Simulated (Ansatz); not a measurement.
Program: Ansatz. Geometries: PBE0-D4/def2-TZVP. ΔE: electronic, gas phase. CCSD(T)/CBS adds triple-zeta CCSD(T) − MP2 to the extrapolated MP2 energy (def2 sets, frozen cores). One conformer a species, not always the lowest.

Consider the formal exchange of groups at the Si–B bond: `FB(CCl)[SiH2]S` + `CCOC=O` → `O=COC[SiH2]S` + `CB(F)CCl`.

```json
{"species": "`FB(CCl)[SiH2]S`", "CCSD(T)/CBS(def2) energy (Eh)": "-1312.35603"}
{"species": "`CCOC=O`", "CCSD(T)/CBS(def2) energy (Eh)": "-268.11331"}
{"species": "`O=COC[SiH2]S`", "CCSD(T)/CBS(def2) energy (Eh)": "-916.93201"}
{"species": "`CB(F)CCl`", "CCSD(T)/CBS(def2) energy (Eh)": "-663.55384"}
```

Question: Work out ΔE.

Answer: ΔE = (-916.93201) + (-663.55384) − (-1312.35603) − (-268.11331) = -0.01651 Eh = -0.45 eV.

Largest T1 diagnostic among the species: 0.015.

In def2-TZVPP, CCSD(T) changes the Hartree–Fock value by +0.08 eV (the triples alone add +0.02 eV) and MP2 by +0.04 eV. The D4 term adds +0.04 eV with B3LYP and +0.02 eV with PBE0; it sums over pairs of atoms, weighted by their polarisabilities, and B3LYP, whose exchange is more repulsive, gets the larger term.

B3LYP here is the variant with VWN-RPA as its local correlation; programs differ in this.
